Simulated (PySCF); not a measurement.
CH9NOSi3, SMILES [SiH3][C@H]1N[SiH2]O[SiH2]1. Atoms are numbered in the order given.

```xyz
15

Si     2.3337     0.7422    -0.1737
C      0.6068     0.4898     0.5544
N     -0.4067     1.1424    -0.2786
Si    -1.9312     0.3349    -0.4907
O     -1.4887    -1.2032    -0.0014
Si     0.0818    -1.3475     0.5646
H      2.6152     2.2077    -0.2998
H      2.4151     0.1242    -1.5308
H      3.3713     0.1287     0.7141
H      0.6083     0.8485     1.6058
H     -0.2428     2.1188    -0.4970
H     -3.0495     0.8119     0.3801
H     -2.3914     0.3722    -1.9085
H      0.1171    -1.9447     1.9296
H      0.8923    -2.1914    -0.3623
```
Charge 0, spin multiplicity 1.

Geometry: PBE0-D3(BJ)/def2-SVP. The structure was generated by enumeration; whether it is a known compound was not checked. Other conformers were not sampled.

All values below come from PBE0-D3(BJ)/def2-SVP in PySCF.

Frequencies are harmonic and unscaled.

Computed normal modes with their intensities:
```tsv
mode	ν (cm⁻¹)	IR (km/mol)	moving atoms (share of kinetic energy)
1	51	0.9	Si 32 %, N 29 %, H 22 %, O 12 %
2	121	1.2	O 41 %, H 29 %, Si 22 %
3	140	0.7	H 55 %, Si 29 %
4	185	0.9	H 66 %, Si 23 %
5	234	0.3	Si 38 %, H 30 %, N 18 %, C 13 %
6	327	75.0	H 78 %, N 10 %
7	383	24.2	Si 38 %, H 28 %, O 14 %, C 13 %
8	450	13.7	Si 50 %, O 16 %, N 16 %, H 12 %
9	532	3.4	Si 39 %, H 39 %, C 14 %, N 9 %
10	573	9.8	H 86 %, Si 12 %
11	615	17.9	H 72 %, N 13 %, Si 11 %
12	640	7.5	H 88 %
13	688	7.6	H 77 %, Si 15 %
14	705	79.7	H 66 %, Si 16 %, O 14 %
15	718	18.0	H 44 %, O 33 %, Si 22 %
16	765	77.3	H 48 %, C 36 %, Si 13 %
17	794	18.1	N 30 %, C 25 %, Si 21 %, H 20 %
18	811	95.1	H 62 %, C 20 %, Si 10 %
19	845	90.1	H 48 %, Si 24 %, C 16 %, N 8 %
20	913	376.1	H 88 %, Si 11 %
21	935	86.4	H 96 %
22	948	30.9	H 97 %
23	964	318.0	H 64 %, Si 21 %, O 12 %
24	982	73.0	O 57 %, H 32 %, Si 10 %
25	983	270.0	H 82 %, Si 12 %
26	1019	118.9	H 93 %
27	1072	43.8	H 74 %, C 23 %
28	1113	41.4	C 42 %, N 38 %, H 19 %
29	1255	25.0	H 80 %, C 15 %
30	1340	36.8	H 73 %, N 20 %
31	2214	151.0	H 98 %
32	2216	171.2	H 96 %
33	2220	83.2	H 96 %
34	2235	69.0	H 97 %
35	2242	93.1	H 97 %
36	2247	276.0	H 97 %
37	2252	61.7	H 97 %
38	2984	27.1	H 92 %
39	3635	22.7	H 93 %
```
